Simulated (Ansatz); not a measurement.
Basis sets compared for the cluster Rb4Br3. The state is a doublet with charge 0. Geometry PBE-D4/def2-SVP. Ansatz on 4 threads of Arm Neoverse V2 on a shared host; times are rough, and most runs start from earlier orbitals.

```tsv
atom	x (Å)	y (Å)	z (Å)
Rb1	-1.612	-1.700	0.076
Rb2	-1.571	4.350	2.392
Rb3	2.557	-2.688	-1.922
Rb4	0.999	1.330	-0.100
Br5	1.625	-1.866	1.045
Br6	-2.098	1.333	1.199
Br7	0.099	-0.758	-2.691
```

In the def2 sets Rb takes a core potential; there is no spin–orbit coupling. Another isomer (doublet) lies 0.47 eV lower at PBE0-D4/def2-TZVP; other spin states weren't run for this one.

Binding counts from free atoms (Rb doublet, Br doublet) in the same basis, without a counterpoise term.

```csv
level,functions,energy (Eh),HOMO (eV),LUMO (eV),binding per atom (eV),wall time
PBE-D4/def2-SVP,192,-7817.1101,-2.02,-1.78,2.18,12 s
PBE0-D4/def2-SVP,192,-7817.3875,-2.26,-1.33,2.19,20 s
```

**Question.** Estimate the rows for PBE-D4/def2-TZVP (with forces), PBE0-D4/def2-TZVP.

**Answer.** 
```tsv
level	functions	energy (Eh)	HOMO (eV)	LUMO (eV)	binding per atom (eV)	wall time
PBE-D4/def2-TZVP (with forces)	276	-7818.0422	-2.01	-1.77	2.14	25 s
PBE0-D4/def2-TZVP	276	-7818.3178	-2.26	-1.30	2.16	28 s
```
